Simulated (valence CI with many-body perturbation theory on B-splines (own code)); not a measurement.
Ba⁴⁹⁺: electric-dipole lines

Computed by valence CI with perturbative core correlation (CI+MBPT): five valence electrons over a frozen Dirac-Fock core [He], a basis of 11 s, 11 p, 10 d, 8 f, 5 g, 2 h functions for each j, with the one-electron correlation potential Σ1, the two-electron term Σ2, the three-electron term Σ3, Breit, model QED; selected CI, second order for the rest, scaled by the run's own slope (own B-spline code, finite nucleus).

The last digits are not significant, and no measured levels were compared; by estimate large intervals hold to a few tenths of a per cent, small ones and those within an open d or f shell to about a per cent. Among the levels kept, up to 7300 cm⁻¹ of a level comes from second order outside the variational space, and about a tenth of that is noise between levels of different J, which matters for small intervals.

Lines 151 to 200 of 600 in falling wavelength, among levels below 6442.9 eV, chosen from the strongest by gf and those to the six lowest levels. Wavelengths and rates use the calculated energies. Electric multipoles are in the length gauge, E1 and E2 with the static RPA response of the core. Weak lines are less certain than strong ones. Lines between different terms over intervals too small for the method are left out, as are lines whose strength nearly cancels. Where a level lies close to another of its J and parity, the split of strength between their lines is uncertain. The highest levels of a list are the least certain.

Levels are named by their leading jj configuration (3d3/2^4 stands for four electrons in 3d with j = 3/2), which in mixed levels can hold well under half, so a name can repeat and another be missing. Letters in brackets count levels of one name in rising energy.

| λ vac (nm) | Upper | Lower | A (s⁻¹) | log gf | Branch % |
| --- | --- | --- | --- | --- | --- |
| 6.202 | (2s 2p1/2 2p3/2^2 3s) J=7/2 | (2s^2 2p3/2^2 3s) J=5/2 | 1.09e+11 | -0.30 | 0.9 |
| 6.166 | (2s 2p1/2 2p3/2^2 3d3/2) J=7/2 [b] | (2s 2p1/2 2p3/2^2 3p1/2) J=7/2 | 5.40e+10 | -0.61 | 0.0 |
| 6.144 | (2s 2p1/2 2p3/2^2 3p3/2) J=9/2 | (2s^2 2p3/2^2 3p3/2) J=7/2 | 2.82e+10 | -0.80 | 4.3 |
| 6.142 | (2s 2p1/2 2p3/2^2 3s) J=5/2 [b] | (2s^2 2p3/2^2 3s) J=3/2 | 2.92e+10 | -1.00 | 0.0 |
| 6.127 | (2s 2p1/2^2 2p3/2 3p3/2) J=5/2 [a] | (2s 2p1/2^2 2p3/2 3s) J=5/2 | 2.92e+10 | -1.01 | 0.0 |
| 6.107 | (2s 2p1/2 2p3/2^2 3p3/2) J=7/2 [b] | (2s^2 2p3/2^2 3p3/2) J=7/2 | 4.86e+10 | -0.66 | 0.1 |
| 6.099 | (2s^2 2p1/2 2p3/2 3p3/2) J=5/2 [b] | (2s^2 2p1/2 2p3/2 3s) J=3/2 [b] | 7.83e+10 | -0.58 | 3.6 |
| 6.027 | (2s 2p1/2^2 2p3/2 3s) J=5/2 | (2s^2 2p1/2 2p3/2 3s) J=3/2 [a] | 9.74e+10 | -0.50 | 0.5 |
| 6.022 | (2s^2 2p1/2 2p3/2 3d3/2) J=5/2 [b] | (2s^2 2p1/2 2p3/2 3p1/2) J=5/2 | 3.89e+10 | -0.90 | 0.0 |
| 5.997 | (2s 2p1/2^2 2p3/2 3s) J=3/2 [a] | (2s^2 2p1/2 2p3/2 3s) J=3/2 [b] | 4.84e+10 | -0.98 | 0.1 |
| 5.990 | (2s 2p1/2 2p3/2^2 3p3/2) J=3/2 [f] | (2s 2p1/2 2p3/2^2 3s) J=3/2 [c] | 7.87e+10 | -0.77 | 0.1 |
| 5.963 | (2s^2 2p1/2 2p3/2 3p3/2) J=5/2 [b] | (2s^2 2p1/2 2p3/2 3s) J=5/2 | 9.44e+10 | -0.52 | 4.4 |
| 5.962 | (2s 2p1/2 2p3/2^2 3p1/2) J=3/2 [c] | (2s^2 2p3/2^2 3p1/2) J=1/2 | 6.24e+10 | -0.88 | 0.0 |
| 5.937 | (2s 2p1/2^2 2p3/2^2) J=5/2 | (2s^2 2p1/2 2p3/2^2) J=5/2 | 9.35e+09 | -1.53 | 3.4 |
| 5.864 | (2s^2 2p3/2^2 3p3/2) J=3/2 [a] | (2s^2 2p3/2^2 3s) J=3/2 | 1.11e+11 | -0.64 | 1.6 |
| 5.837 | (2s^2 2p1/2 2p3/2 3p3/2) J=1/2 [b] | (2s^2 2p1/2 2p3/2 3s) J=3/2 [b] | 1.10e+11 | -0.95 | 1.2 |
| 5.715 | (2s 2p1/2 2p3/2^2 3p3/2) J=1/2 [d] | (2s 2p1/2 2p3/2^2 3s) J=1/2 [b] | 8.91e+10 | -1.06 | 0.2 |
| 5.654 | (2s 2p1/2 2p3/2^2 3p3/2) J=5/2 [b] | (2s^2 2p3/2^2 3p3/2) J=5/2 | 2.77e+10 | -1.10 | 0.0 |
| 5.648 | (2p1/2^2 2p3/2^2 3s) J=5/2 | (2s 2p1/2 2p3/2^2 3s) J=5/2 [c] | 3.72e+10 | -0.97 | 0.1 |
| 5.619 | (2s 2p1/2 2p3/2^2 3s) J=3/2 [d] | (2s^2 2p3/2^2 3s) J=1/2 | 5.43e+10 | -0.99 | 0.1 |
| 5.604 | (2s 2p1/2^2 2p3/2 3s) J=3/2 [a] | (2s^2 2p1/2 2p3/2 3s) J=1/2 | 4.24e+10 | -1.10 | 0.1 |
| 5.603 | (2s 2p1/2 2p3/2^2 3p3/2) J=3/2 [e] | (2s^2 2p3/2^2 3p3/2) J=3/2 [b] | 4.01e+10 | -1.12 | 0.1 |
| 5.496 | (2p1/2^2 2p3/2^2 3p1/2) J=5/2 | (2s 2p1/2 2p3/2^2 3p1/2) J=5/2 [c] | 4.49e+10 | -0.91 | 0.1 |
| 5.414 | (2s 2p1/2^2 2p3/2 3p3/2) J=5/2 [a] | (2s^2 2p1/2 2p3/2 3p3/2) J=5/2 [a] | 4.80e+10 | -0.90 | 0.0 |
| 5.406 | (2s 2p1/2^2 2p3/2^2) J=5/2 | (2s^2 2p1/2 2p3/2^2) J=3/2 | 1.82e+10 | -1.32 | 6.6 |
| 5.397 | (2p1/2^2 2p3/2^2 3s) J=5/2 | (2s 2p1/2 2p3/2^2 3s) J=3/2 [b] | 5.29e+10 | -0.86 | 0.2 |
| 5.371 | (2p1/2^2 2p3/2^2 3s) J=3/2 | (2s 2p1/2 2p3/2^2 3s) J=3/2 [c] | 8.19e+10 | -0.85 | 0.1 |
| 5.039 | (2s 2p1/2 2p3/2^2 3p3/2) J=5/2 [e] | (2s 2p1/2 2p3/2^2 3s) J=5/2 [b] | 3.63e+10 | -1.08 | 0.4 |
| 5.000 | (2s 2p1/2^2 2p3/2^2) J=1/2 | (2s^2 2p1/2 2p3/2^2) J=1/2 | 3.67e+10 | -1.56 | 3.4 |
| 4.939 | (2s 2p1/2^2 2p3/2 3s) J=1/2 | (2s^2 2p1/2 2p3/2 3s) J=3/2 [b] | 1.04e+11 | -1.12 | 0.2 |
| 4.851 | (2s 2p1/2 2p3/2^2 3s) J=3/2 [c] | (2s^2 2p3/2^2 3s) J=3/2 | 5.68e+10 | -1.10 | 0.1 |
| 4.706 | (2p1/2^2 2p3/2^2 3p1/2) J=3/2 | (2s 2p1/2 2p3/2^2 3p1/2) J=5/2 [b] | 6.80e+10 | -1.04 | 0.1 |
| 4.393 | (2p1/2^2 2p3/2^2 3p3/2) J=5/2 | (2s 2p1/2 2p3/2^2 3p3/2) J=7/2 [b] | 6.88e+10 | -0.92 | 0.1 |
| 4.387 | (2s 2p1/2^2 2p3/2^2) J=3/2 | (2s^2 2p1/2 2p3/2^2) J=5/2 | 3.92e+10 | -1.34 | 2.1 |
| 4.373 | (2p1/2^2 2p3/2^2 3p3/2) J=7/2 | (2s 2p1/2 2p3/2^2 3p3/2) J=9/2 | 7.10e+10 | -0.79 | 0.1 |
| 4.369 | (2p1/2^2 2p3/2^2 3s) J=5/2 | (2s 2p1/2 2p3/2^2 3s) J=7/2 | 5.39e+10 | -1.03 | 0.2 |
| 4.357 | (2p1/2^2 2p3/2^2 3s) J=3/2 | (2s 2p1/2 2p3/2^2 3s) J=5/2 [b] | 1.18e+11 | -0.87 | 0.2 |
| 4.218 | (2p1/2^2 2p3/2^2 3p1/2) J=5/2 | (2s 2p1/2 2p3/2^2 3p1/2) J=7/2 | 5.02e+10 | -1.10 | 0.1 |
| 4.090 | (2s 2p1/2^2 2p3/2^2) J=3/2 | (2s^2 2p1/2 2p3/2^2) J=3/2 | 1.45e+10 | -1.84 | 0.8 |
| 4.083 | (2p1/2^2 2p3/2^3) J=3/2 | (2s 2p1/2 2p3/2^3) J=5/2 | 1.05e+11 | -0.98 | 3.8 |
| 2.176 | (2s 2p1/2 2p3/2^2 3d5/2) J=9/2 [a] | (2s^2 2p1/2 2p3/2 3d5/2) J=7/2 [a] | 1.72e+11 | -0.91 | 73.2 |
| 2.163 | (2s 2p1/2 2p3/2^2 3s) J=5/2 [a] | (2s^2 2p1/2 2p3/2 3s) J=3/2 [a] | 1.83e+11 | -1.11 | 0.1 |
| 2.160 | (2s 2p1/2 2p3/2^2 3p3/2) J=7/2 [b] | (2s^2 2p1/2 2p3/2 3p3/2) J=5/2 [b] | 1.79e+11 | -1.00 | 0.3 |
| 2.135 | (2s 2p1/2 2p3/2^2 3p1/2) J=5/2 [a] | (2s^2 2p1/2 2p3/2 3p1/2) J=3/2 [a] | 2.27e+11 | -1.03 | 0.2 |
| 2.130 | (2s 2p1/2 2p3/2^2 3p3/2) J=7/2 [a] | (2s^2 2p1/2 2p3/2 3p3/2) J=5/2 [a] | 1.41e+11 | -1.12 | 1.2 |
| 2.129 | (2s 2p1/2 2p3/2^2 3d3/2) J=7/2 [a] | (2s^2 2p1/2 2p3/2 3d3/2) J=5/2 [a] | 1.59e+11 | -1.06 | 0.1 |
| 2.103 | (2s 2p1/2 2p3/2^2 3d5/2) J=11/2 | (2s^2 2p1/2 2p3/2 3d5/2) J=9/2 | 1.85e+11 | -0.83 | 89.1 |
| 2.087 | (2s 2p1/2 2p3/2^2 3p1/2) J=7/2 | (2s^2 2p1/2 2p3/2 3p1/2) J=5/2 | 1.77e+11 | -1.03 | 0.1 |
| 2.087 | (2s 2p1/2 2p3/2^2 3p3/2) J=9/2 | (2s^2 2p1/2 2p3/2 3p3/2) J=7/2 | 1.94e+11 | -0.90 | 29.6 |
| 2.086 | (2s 2p1/2 2p3/2^2 3p1/2) J=5/2 [b] | (2s^2 2p1/2 2p3/2 3p1/2) J=3/2 [b] | 2.03e+11 | -1.10 | 0.4 |

(1) How does gf follow from A for the line at 6.099 nm?

Answers

(1) gf = 1.4992 × (2J+1)_upper × A / σ², with σ = 1639572 cm⁻¹ and 2J+1 = 6: gf = 0.262.
